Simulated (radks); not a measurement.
Values are calculated unless marked as measured or tabulated.
All-electron atom: Tc II in [Kr] 4d5 5s1.

Code: a radial shooting solver on a logarithmic mesh with Libxc functionals. Model: scalar-relativistic Kohn-Sham, RPBE, spin-polarised, spherical densities, finite nucleus; open shells are filled with parallel spins first (spin-orbit coupling, left out, can overturn this in heavy ions); Fermi nuclear charge, rms radius 4.4112 fm.

Energy parts (Ry):
part                        energy
total                  -8571.43214
kinetic                 8850.52926
electron-nucleus      -20634.48243
Hartree                 3469.62715
exchange-correlation    -257.10612

Orbitals (lengths in bohr, moments of r in powers of bohr):
1s up: occ. 1; eigenvalue (Ry) -1534.379; <1/r> 44.71
1s down: occ. 1; eigenvalue (Ry) -1534.378; <1/r> 44.71
2s up: occ. 1; eigenvalue (Ry) -219.3709; <1/r> 10.09
2s down: occ. 1; eigenvalue (Ry) -219.3241; <1/r> 10.09
2p up: occ. 3; eigenvalue (Ry) -196.3567; <1/r> 9.793
2p down: occ. 3; eigenvalue (Ry) -196.3218; <1/r> 9.794
3s up: occ. 1; eigenvalue (Ry) -38.64518; <1/r> 3.481
3s down: occ. 1; eigenvalue (Ry) -38.62192; <1/r> 3.480
3p up: occ. 3; eigenvalue (Ry) -31.09388; <1/r> 3.312
3p down: occ. 3; eigenvalue (Ry) -31.06707; <1/r> 3.312
3d up: occ. 5; eigenvalue (Ry) -18.88940; <1/r> 3.082
3d down: occ. 5; eigenvalue (Ry) -18.84630; <1/r> 3.082
4s up: occ. 1; eigenvalue (Ry) -6.01596; <1/r> 1.284
4s down: occ. 1; eigenvalue (Ry) -5.77378; <1/r> 1.297
4p up: occ. 3; eigenvalue (Ry) -3.96682; <1/r> 1.142
4p down: occ. 3; eigenvalue (Ry) -3.70147; <1/r> 1.155
4d up: occ. 5; eigenvalue (Ry) -1.12396; <1/r> 0.8061
5s up: occ. 1; eigenvalue (Ry) -0.88660; <1/r> 0.4334
4d down: occ. 0; eigenvalue (Ry) -0.83846; <1/r> 0.8002

The highest occupied level is 5s up at -12.063 eV. Spin moment in Bohr magnetons: 6. The density falls to 0.001 e/bohr^3 at r = 4.16 bohr. Summed over all electrons, <r^2> = 42.16 bohr^2, which gives a Langevin (diamagnetic) susceptibility term of -33.4 x 10^-6 cm^3/mol. The spin density at the nucleus is 13.75 e/bohr^3 (1s 0.06, 2s -1.18, 3s 0.67, 4s -3.63, 5s 17.83). The electron density at the nucleus is 1.023e+05 e/bohr^3 (large components only). For comparison, the ionisation energy in NIST's Atomic Spectra Database is 15.260 eV (semi-empirical). In exact Kohn-Sham theory the highest level is minus the ionisation energy, but local and semilocal functionals leave it too shallow, through self-interaction and a potential that decays too fast; potentials with the right tail come closer.
